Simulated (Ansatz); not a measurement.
Sn4Te3, relaxed as a singlet with RKS r2SCAN-D4/def2-SVP in Ansatz, starting from the GFN1-xTB geometry. Force threshold 0.02 eV/Å.

In the def2 sets Sn, Te take a core potential; there is no spin–orbit coupling. The restricted singlet is unstable towards broken spin symmetry in Hartree–Fock (as tested in another run); at r2SCAN-D4/def2-SVP this wasn't settled. Another isomer (singlet) lies 0.86 eV lower at PBE0-D4/def2-TZVP; other spin states weren't run for this one.

Start:

```xyz
7

Sn    0.960    1.484   -0.240
Sn   -1.126   -1.489    0.658
Sn    1.078   -1.678   -1.290
Sn   -2.597    0.985    0.557
Te   -0.305    0.811    2.210
Te    3.100   -0.286   -0.109
Te   -1.110    0.173   -1.786
```

```tsv
step	energy (eV)	largest force component (eV/Å)	SCF passes
1	-45230.6750	1.758	20
2	-45231.1572	0.278	29
3	-45231.2264	0.096	22
4 (rejected)	-45231.2145	0.317	28
5	-45231.2366	0.032	23
6	-45231.2367	0.030	22
7	-45231.2372	0.010	23
```

Force components are those of the run's own axes.

End:

| atom | x (Å) | y (Å) | z (Å) |
| --- | --- | --- | --- |
| Sn1 | 1.126 | 1.781 | -0.205 |
| Sn2 | -1.221 | -1.553 | 0.684 |
| Sn3 | 1.132 | -1.930 | -1.298 |
| Sn4 | -2.760 | 0.942 | 0.602 |
| Te5 | -0.334 | 0.817 | 2.199 |
| Te6 | 3.080 | -0.286 | -0.222 |
| Te7 | -1.023 | 0.229 | -1.760 |

By distances, no bond broke or formed. The bond that changes most is Sn3–Te7, from 2.91 to 3.09 Å (atoms count from 1).

No frequencies were taken in this run, so the end may be a saddle point.

It took 54 s on 4 threads of Arm Neoverse V1 on a shared host.
